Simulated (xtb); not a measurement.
Br3Sb, charge +1, sextet, geometry from GFN2-xTB of the parent state (a state made from the parent by changing its charge; the spin is typed, not shown lowest).

xtb was given this input:
```
$ xtb mol.xyz --gfn 0 --chrg 1 --uhf 5 --json

# file mol.xyz
4

Sb    -0.00424655    -0.01061037     0.90041461
Br     0.54273096    -2.14698769    -0.46015488
Br     1.59562012     1.54932591    -0.41163234
Br    -2.13216325     0.61312260    -0.44024549
```

### Question
What does this run give for the total energy, partial charges in atom order?

### Answer

| Item | Result |
|---|---|
| total energy | -11.498342 Ha |
| partial charges in atom order | Sb1 0.94, Br2 0.02, Br3 0.02, Br4 0.02 |
